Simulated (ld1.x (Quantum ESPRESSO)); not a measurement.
# europium (Eu): variants of one TM potential

Base potential:

| Item | Value |
| --- | --- |
| Element | europium |
| Generator | ld1.x (Quantum ESPRESSO) 7.5 |
| Type | norm-conserving Troullier–Martins (Kleinman–Bylander form) |
| Functional | PBE |
| Relativity | fully relativistic |
| Frozen core | [Kr] 4d10 |
| Valence charge | 17 |
| Reference configuration | 4f6 5s2 5p6 5d1 6s2 6p0 |
| Partial waves | 5s (bound): rc 1.70 bohr; 5d (bound): rc 2.75 bohr; 4f (bound): rc 1.00 bohr; 5p (bound): rc 2.30 bohr |
| Local potential | the p channel |
| Core correction | none |

Open shells are filled in proportion to 2j + 1 (rel_dist='average').

Occupied shells without a wave of their own: 6s. They enter only through the test configuration that unscreens the potential.

All-electron outer shells of the reference configuration (PBE, scalar-relativistic, ld1.x):

| shell | level (eV) | outermost node (bohr) | outermost maximum (bohr) |
| --- | --- | --- | --- |
| 4p | -265.34 | 0.30 | 0.55 |
| 4d | -141.58 | 0.27 | 0.57 |
| 5s | -48.22 | 0.67 | 1.21 |
| 5p | -26.63 | 0.72 | 1.38 |
| 4f | -8.36 | – | 0.59 |
| 6s | -4.06 | 1.63 | 3.43 |
| 5d | -2.64 | 0.81 | 1.98 |
| 6p | -1.33 | 1.96 | 4.63 |

Cutoffs, loose and tight: the cutoffs (Ry, on a coarse ladder) from which the occupation-weighted sum of valence levels, in a spherical-Bessel basis at the reference potential, stays within 10 and 1 mRy of its value at 400 Ry. They do not see the model core or the augmentation charge, which bear on the density cutoff. Test errors are all-electron minus pseudo excitation energies from the reference, over the configurations 4f7 5s2 5p6 5d0 6s2 6p0; 4f7 5s2 5p6 5d0 6s1 6p0; 4f7 5s2 5p6 5d0 6s0 6p0; 4f7 5s2 5p6 5d0 6s1.5 6p0; 4f6 5s2 5p6 5d1 6s1 6p0; 4f7 5s2 5p6 5d0.5 6s1.5 6p0; 4f8 5s2 5p6 5d0 6s0 6p0. A dash means not determined; rows that change the core or the reference have their own tests. The largest error is taken over the tests solved by every variant that gives reliable tests at all: 4f6 5s2 5p6 5d1 6s1 6p0; 4f7 5s2 5p6 5d0 6s0 6p0; 4f7 5s2 5p6 5d0 6s1 6p0; 4f7 5s2 5p6 5d0 6s1.5 6p0; 4f8 5s2 5p6 5d0 6s0 6p0.

Cutoffs are not given where the Bessel-basis levels miss the radial ones by over 6 mRy, ghosts where they miss by over 20 mRy; a channel whose overlap is not positive is not tested.

| change | outcome | bound ghosts | largest test error (meV) |
| --- | --- | --- | --- |
| base | generated, misses its reference levels by 2.78 eV | not determined | -418 |
| reference 4f6 5s2 5p6 5d0 6s0 6p0 | generated, misses its reference levels by 2.88 eV | not determined | -122 over the solved tests; 3 of 7 tests not solved or not reliable |
| functional PBEsol | generated, misses its reference levels by 2.79 eV | not determined | -430 |
| core correction a·sin(br)/r model core inside 1.12 bohr | failed: run_pseudo: Errors in PS-KS equation | – | – |
| all radii scaled by about 0.91 (s 1.54, p 2.08, d 2.50, f 0.90 bohr) | failed: the pseudo-atom did not reach self-consistency | – | – |
| wave 4f (bound): rc 1.00 bohr becomes 4f (bound): rc 1.44 bohr | generated, misses its reference levels by 2.78 eV | not determined | +84 |
| local potential the s channel | generated, misses its reference levels by 0.18 eV | not determined | -965 |
| wave 5d (bound): rc 2.75 bohr becomes 5d (bound): rc 3.02 bohr | generated, misses its reference levels by 2.78 eV | not determined | -433 |
| scalar-relativistic | generated | not determined | -486 |
